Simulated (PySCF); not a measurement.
## Two-component Hartree-Fock for Mn³⁺ (manganese, charge +3)

Start: [Ar] 3d4; 3d5/2 filled at m_j = -1/2, +1/2, +3/2, +5/2. Calculated with PySCF 2.14 in x2c-TZVPall-2c: generalised Hartree-Fock with the X2C-1e Hamiltonian and a Gaussian nucleus; one run each with spin-orbit coupling (SO) switched off, then screened by Boettger's factors. This is a chosen level, not necessarily the ground level.

| spinor shell | electrons | ε, spin-free (eV) | ε, screened SO (eV) | weight of nominal j (screened SO) | rms radius, screened SO (bohr) |
| --- | --- | --- | --- | --- | --- |
| 1s1/2 | 2 | -6635.9 | -6635.9 | 1.000 | 0.0703 |
| 2s1/2 | 2 | -841.39 | -841.39 | 1.000 | 0.302 |
| 2p1/2 | 2 | -714.97 | -722.16 | 0.983 | 0.271 |
| 2p3/2 | 4 | -714.97 | -711.47 | 0.992 | 0.274 |
| 3s1/2 | 2 | -141.97 | -141.97 | 1.000 | 0.906 |
| 3p1/2 | 2 | -103.76 | -103.21 | 0.663 | 0.963 |
| 3d5/2 | 4 | -52.947 | -52.937 | 0.690 | 1.14 |

Question: Where does 3p3/2 lie, and what is the 3p spin-orbit splitting (screened SO)?

Answer: At -104.05 eV, -0.839 eV above 3p1/2.

```tsv
quantity	spin-free	screened SO
E (hartree)	-1155.40602	-1155.41956
M_J	4	4
⟨J²⟩	20.004	20.004
⟨L²⟩	6.003	6.008
⟨S²⟩	6.001	5.999
```

Each row is a mean over spinors that exchange with the open shell spreads, by up to 14.562 eV (3p3/2).

Rows whose weight is well below 1 are mixtures of j = l ± 1/2: exchange outweighs spin-orbit coupling there, and the label is only the starting occupation.

Without spin-orbit coupling the j labels of p, d and f shells carry no meaning; the spin-free column gives the mean over the occupied spinors of each nl shell.
